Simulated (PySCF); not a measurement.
Species: C8H9 (doublet state).
Structure used (GFN2-xTB), in Å, numbered top down from 1:
```xyz
17
C8H9 angstrom
C      3.4408   -0.1724   -0.5200
C      2.2675    0.3593   -0.4146
C      0.9784   -0.2230   -0.9260
C     -0.1296    0.6922   -1.3515
C     -0.3052    0.0880   -0.2020
C     -1.0596   -0.1739    0.9797
C     -0.5907   -1.0069    1.9111
C     -2.3735    0.5426    1.0953
H      3.8703   -1.0556   -0.9346
H      2.1312    1.3128    0.0851
H      1.1008   -1.1838   -1.4186
H     -0.4483    1.3647   -2.1091
H      0.3599   -1.4990    1.7945
H     -1.1411   -1.2144    2.8126
H     -3.0182    0.2787    0.2581
H     -2.8740    0.2829    2.0242
H     -2.2156    1.6199    1.0656
```

The hyperfine couplings belong to this conformer and change with its torsions.

Identity: `C1=C([C@@H]1/C=[C]\[H])C(=C)C` [radical].

The calculation used UKS B3LYP, pcH-1 on C H, non-relativistic, mean-field spin-orbit, GIAO in PySCF 2.14.0. One conformer (not necessarily the lowest) at the GFN2-xTB geometry, without solvent, vibrations or thermal averaging. Couplings are sensitive to structure, and on GFN2-xTB geometries they can be far from those on DFT ones. Stability of the SCF solution: not tested.

Question: Where do the isotropic ENDOR lines of H10, H9, H11 and H12 fall at 337.4 mT, to first order?

Answer: ν± = |νn ± a/2|, one line for each electron-spin manifold; νn = |g_N| × 7.62259 MHz/T × B.

```csv
nuclei,isotope,g_N,νn (MHz),a_iso (MHz),lower line (MHz),upper line (MHz)
H10,1H,5.5857,14.37,113.84,42.56,71.29
H9,1H,5.5857,14.37,41.57,6.42,35.15
H11,1H,5.5857,14.37,-3.73,12.50,16.23
H12,1H,5.5857,14.37,-2.44,13.14,15.59
```

Question: Which pairs are centred on the nuclear Larmor frequency, and which on half the coupling?

Answer: Centred on νn, since |a| < 2νn: H11 and H12. Centred on |a|/2 and split by 2νn: H10 and H9.

Question: At what field would the lower line of H10 fall to zero frequency?

Answer: Where νn = |a|/2, that is B = 56.92 MHz/(5.5857 × 7.62259 MHz/T) = 1340 mT, as far as first order holds there.

The Mulliken spin populations are largest on C1 (+1.04), C2 (-0.16) and C3 (+0.07). C1 is the only atom above +0.15.
